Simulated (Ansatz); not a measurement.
`BC(F)(F)F` + H₂ → `BC(F)F` + H–F at 700 K and 1 bar (hydrogenolysis of a C–F bond).

Program: Ansatz. Geometries: PBE0-D4/def2-TZVP. ΔE: electronic, gas phase. CBS: MP2 limit from def2 TZ/QZ plus the TZ coupled-cluster correction, frozen cores. This one scheme is used for every species.

```
    species  CCSD(T)/CBS energy (Eh)  H − E (kJ/mol)  S (J/(mol·K))
`BC(F)(F)F`               -363.39214           149.0          392.2
         H₂                 -1.17544            46.8          155.3
   `BC(F)F`               -264.18920           162.9          365.4
        H–F               -100.39570            45.2          198.5
```

H − E and S are ideal-gas, rigid-rotor, harmonic terms from PBE0-D4/def2-TZVP. The MP2-based limit puts H₂ 0.8 mEh under its directly extrapolated value; such offsets cancel only in part. 1 Eh = 2625.50 kJ/mol, R = 8.31446 J/(mol·K).

Task: By hand: ΔE, ΔH, ΔS and ΔG.

Result: ΔE = (-264.18920) + (-100.39570) − (-363.39214) − (-1.17544) = -0.01732 Eh = -45.5 kJ/mol. Δ(H − E) = 162.9 + 45.2 − 149.0 − 46.8 = 12.3, so ΔH = -33.2 kJ/mol. ΔS = 365.4 + 198.5 − 392.2 − 155.3 = 16.4 J/(mol·K). ΔG = -33.2 − 700 × (16.4)/1000 = -44.7 kJ/mol.

Task: By hand: the equilibrium constant, and the temperature at which ΔG would vanish if ΔH and ΔS stayed fixed.

Result: log₁₀ K = −ΔG/(RT ln 10) = 3.3. ΔH and −TΔS have one sign here, so there is no such temperature.

TΔS isn't small against ΔH here. A doubt of 5 kJ/mol in ΔE shifts log₁₀ K by 0.4 here. These are equilibria of isolated gas molecules and say nothing of rates. Largest T1 diagnostic: 0.013 (customary marks: 0.02 for closed shells, 0.045 for open ones).
